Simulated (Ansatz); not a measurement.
Computed with Ansatz on PBE0-D4/def2-TZVP structures; ΔE is electronic, products minus reactants. CCSD(T)/CBS adds triple-zeta CCSD(T) − MP2 to the extrapolated MP2 energy (def2 sets, frozen cores). DFT in def2-TZVPP. B3LYP here is the variant with VWN-RPA as its local correlation; programs differ in this. def2 core potentials past Kr. For Ge, I outer-core shells are correlated without core-valence functions, which leaves a few kJ/mol of doubt a bond. Scalar relativity is left out up to krypton. One conformer a species, not always the lowest.

Consider the isomerisation: `[GeH3][S][SiH2]I` → `S[SiH2][GeH2][I]`.

`[GeH3][S][SiH2]I`:

Z-matrix (Å, degrees):
```
Ge
S 1 2.234
H 1 1.532 2 104.9
H 1 1.536 2 109.6 3 119.5
H 1 1.536 2 109.6 3 -119.5
Si 2 2.120 1 97.3 3 -179.9
I 6 2.433 2 107.7 1 178.7
H 6 1.483 2 111.6 1 -62.7
H 6 1.483 2 111.5 1 60.1
```

`S[SiH2][GeH2][I]`:

Cartesian coordinates in Å:
```
S 0.979 2.125 0.538
Si -0.623 0.982 -0.278
Ge 0.077 -1.287 -0.455
I 0.877 -1.861 1.881
H 1.197 1.254 1.544
H -0.903 1.564 -1.615
H -1.855 1.024 0.553
H -1.031 -2.300 -0.786
H 1.282 -1.501 -1.383
```

```
             level  ΔE (kJ/mol)  difference from CCSD(T)/CBS
         revPBE-D4         20.6                         -6.8
           BLYP-D4         18.3                         -9.1
        r2SCAN0-D4         26.1                         -1.3
          BHLYP-D4         24.2                         -3.2
      CAM-B3LYP-D4         23.7                         -3.7
               PBE         19.0                         -8.4
              BLYP         19.3                         -8.1
            r2SCAN         25.4                         -2.0
              PBE0         22.3                         -5.1
             B3LYP         22.1                         -5.3
           r2SCAN0         26.5                         -0.9
       HF/def2-SVP         28.1                          0.7
     CCSD/def2-SVP         20.9                         -6.5
    MP2/def2-TZVPP         33.4                          6.0
CCSD(T)/def2-TZVPP         26.6                         -0.8
     HF/def2-QZVPP         33.1                          5.7
       CCSD(T)/CBS         27.4                            0
```

Largest T1 diagnostic among the species: 0.010.

From PBE to PBE0 (25 % exact exchange), in def2-TZVPP and without D4, ΔE moves by +3.3 kJ/mol. Leaving LDA and LC-ωPBE aside and taking each functional with its dispersion term where it has one, the values, not all of them listed here, spread over 11.6 kJ/mol, from PBE-D4 to B97M-V.

CCSD(T)/CBS has its own doubt, a few kJ/mol and more with outer-core shells, so smaller differences from it don't rank the levels.
